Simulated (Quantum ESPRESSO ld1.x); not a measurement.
Values are calculated unless marked as measured or tabulated.
Q: The ruthenium ion Ru4+, 40 electrons, occupied as [Ar] 3d10 4s1.5 4p6 4d4 5s0.5 (fractional occupations, a model configuration). Level of theory: scalar-relativistic Kohn-Sham, LDA (Slater exchange, Perdew-Zunger correlation), spin-polarised, spherical densities, point nucleus; open shells are filled with parallel spins first (ld1.x of Quantum ESPRESSO 7.5). Some entries of the table are withheld. Estimate them.

orbital,occ.,eigenvalue (eV),<r> (bohr)
1s up,1,-21966.5,0.03347
1s down,1,-21966.3,0.03347
2s up,1,-3209.14,0.1458
2s down,1,-3208.28,0.1458
2p up,3,-2882.17,0.1270
2p down,3,-2881.47,0.1270
3s up,1,-611.924,0.4033
3s down,1,-611.213,0.4032
3p up,3,-504.525,0.4034
3p down,3,-503.760,0.4032
3d up,5,-331.271,0.3841
3d down,5,-330.315,0.3837
4s up,1,-132.279,(1)
4s down,0.5,-128.451,(2)
4p up,3,(3),1.085
4p down,3,(4),1.084
4d up,4,-56.3525,1.339
4d down,0,-52.5221,1.350
5s up,0.5,-41.8740,2.298
5s down,0,-39.3681,2.351

A: 
(1) 4s up <r> (bohr): 0.9977
(2) 4s down <r> (bohr): 0.9957
(3) 4p up eigenvalue (eV): -101.443
(4) 4p down eigenvalue (eV): -97.5397
